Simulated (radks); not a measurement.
Charge is removed step by step from the 2s1/2 level of Zn, starting from [Ar] 3d10 4s2. All-electron calculation, Dirac Kohn-Sham, PBE, spin-unpolarised, spherical densities, finite nucleus; Fermi nuclear charge, rms radius 3.9283 fm. Program: a radial shooting solver on a logarithmic mesh with Libxc functionals.

| removed (e) | E - E(0) (eV) | eigenvalue (eV) | E minus straight line (eV) |
|---|---|---|---|
| 0 | 0.000 | -1157.9 | 0.000 |
| 0.1 | 116.04 | -1162.8 | -2.295 |
| 0.2 | 232.57 | -1167.8 | -4.093 |
| 0.3 | 349.60 | -1172.9 | -5.391 |
| 0.4 | 467.14 | -1178.0 | -6.181 |
| 0.5 | 585.19 | -1183.1 | -6.460 |
| 0.6 | 703.76 | -1188.3 | -6.222 |
| 0.7 | 822.85 | -1193.5 | -5.461 |
| 0.8 | 942.47 | -1198.8 | -4.174 |
| 0.9 | 1062.6 | -1204.2 | -2.355 |
| 1 | 1183.3 | -1209.6 | 0.000 |

Removing the whole electron costs 1183.3 eV by Delta-SCF, against 1157.9 eV from minus the eigenvalue at the starting occupation. Slater's transition state (half an electron removed) gives 1183.1 eV. Integrating minus the eigenvalue over the occupation (Janak's theorem) gives 1183.3 eV. The mean slope of the eigenvalue, de/dn, is 51.7 eV per electron.
